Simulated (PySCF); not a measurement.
[Zr(NH2)4], neutral singlet in the gas phase. 

Cartesian coordinates (Å):
```xyz
13

Zr     0.0853    -0.0155    -0.1423
N     -1.3389     1.1546     0.7751
H     -2.1292     1.5702     0.2653
H     -1.4772     1.3489     1.7729
N      1.4838     1.1776    -1.0691
H      1.4566     2.1846    -1.2628
H      2.4173     0.8359    -1.3318
N     -0.8507    -1.2108    -1.5335
H     -1.7551    -1.6664    -1.3556
H     -0.6006    -1.3914    -2.5120
N      1.0481    -1.1718     1.2634
H      0.9652    -2.1761     1.4556
H      1.8081    -0.8056     1.8512
```
Charge 0, multiplicity 1.

All levels are single points at this geometry (PBE-D3(BJ)/def2-SVP); Pople sets use spherical d functions. Orbital energies aren't observables, and empty levels follow the basis.

```json
[
 {"level": "PBE-D3(BJ)/def2-TZVP in PySCF", "HOMO (eV)": "-5.34", "LUMO (eV)": "-0.84", "gap (eV)": "4.50", "dipole (D)": "0.02", "vertical IE, Delta-SCF (eV)": "–"},
 {"level": "TPSSh-D3(BJ)/def2-TZVP in PySCF", "HOMO (eV)": "-5.93", "LUMO (eV)": "-0.35", "gap (eV)": "5.58", "dipole (D)": "0.02", "vertical IE, Delta-SCF (eV)": "–"},
 {"level": "B3LYP/6-31G* (LANL2DZ on Zr) in PySCF", "HOMO (eV)": "-6.09", "LUMO (eV)": "-0.06", "gap (eV)": "6.03", "dipole (D)": "0.02", "vertical IE, Delta-SCF (eV)": "8.06"},
 {"level": "B3LYP/LANL2DZ in PySCF", "HOMO (eV)": "-6.15", "LUMO (eV)": "0.01", "gap (eV)": "6.16", "dipole (D)": "0.02", "vertical IE, Delta-SCF (eV)": "–"},
 {"level": "PBE/6-31G* (LANL2DZ on Zr) in PySCF", "HOMO (eV)": "-4.95", "LUMO (eV)": "-0.67", "gap (eV)": "4.29", "dipole (D)": "0.02", "vertical IE, Delta-SCF (eV)": "–"},
 {"level": "SVWN5/6-31G* (LANL2DZ on Zr) in PySCF", "HOMO (eV)": "-5.08", "LUMO (eV)": "-0.79", "gap (eV)": "4.29", "dipole (D)": "0.02", "vertical IE, Delta-SCF (eV)": "–"}
]
```
